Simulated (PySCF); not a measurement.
# Bonding in `CC#Cc1ccsc1[S-]`

C7H5S2 (charge -1).
SMILES with atom numbers: `[CH3:1][C:2]#[C:3][c:4]1[cH:5][cH:6][s:7][c:8]1[S-:9]` (hydrogens: H10, H11, H12 on C1; H13 on C5; H14 on C6)

Geometry (GFN2-xTB, Å), atoms numbered from 1 in this order:
```xyz
14
C7H5S2 angstrom
C      3.138    0.423   -0.589
C      1.729    0.201   -0.318
C      0.564    0.003   -0.087
C     -0.796   -0.222    0.179
C     -1.788    0.783    0.062
C     -3.036    0.357    0.362
S     -3.055   -1.324    0.809
C     -1.290   -1.460    0.581
S     -0.473   -2.894    0.839
H      3.531    1.224    0.043
H      3.291    0.698   -1.636
H      3.701   -0.489   -0.383
H     -1.557    1.795   -0.239
H     -3.960    0.904    0.355
```

Bond orders from the PBE0/pcSseg-1 density (PySCF). Geometry: GFN2-xTB; no solvent, vibrations or thermal averaging. The pcSseg-1 basis has no diffuse functions, a weakness for an anion.

Problem. How far do the computed orders between heavy atoms stray from the drawn ones?

Solution. The largest departure is 0.709, at C2–C3 (drawn triple, 2.291), counting aromatic bonds as 1.5. Drawn single, order above 1.12: C1–C2 (1.236) and C8–S9 (1.441). Drawn double or triple, more than 0.30 short of the drawn order: C2–C3 (2.291). The bonds drawn aromatic range from 1.07 to 1.60. The SMILES, with its formal charges, is one Lewis structure only.

Problem. Give the Mayer order of every bond, beside its length.

Solution. 
```csv
bond,drawn as,length (Å),Mayer order
C1–C2,single,1.451,1.236
C2–C3,triple,1.205,2.291
C3–C4,single,1.403,1.065
C4–C5,aromatic,1.418,1.252
C5–C6,aromatic,1.353,1.603
C6–S7,aromatic,1.740,1.083
S7–C8,aromatic,1.784,1.071
C8–S9,single,1.671,1.441
C8–C4,aromatic,1.392,1.333
C1–H10,single,1.094,0.938
C1–H11,single,1.094,0.938
C1–H12,single,1.092,0.936
C5–H13,single,1.080,0.983
C6–H14,single,1.074,0.959
```

By pair of heavy elements: C–C: lowest C3–C4 (1.065, 1.403 Å), highest C2–C3 (2.291, 1.205 Å); in 2 of the 15 pairs the longer bond (by over 0.003 Å) has the higher order (by 0.02 or more). C–S: lowest S7–C8 (1.071, 1.784 Å), highest C8–S9 (1.441, 1.671 Å).

Problem. Sum the orders of all bonds at each heavy atom with more than one neighbour and set the sums beside the valence in the SMILES.

Solution. C1 4.048 (drawn 4), C2 3.527 (drawn 4), C3 3.356 (drawn 4), C4 3.650 (drawn 4), C5 3.838 (drawn 4), C6 3.645 (drawn 4), S7 2.154 (drawn 2), C8 3.845 (drawn 4). Orders between atoms that aren't bonded are not in these sums.

The Mayer order sums products of elements of PS (density times overlap matrix) between the two atoms' basis functions, so it depends on the basis set.
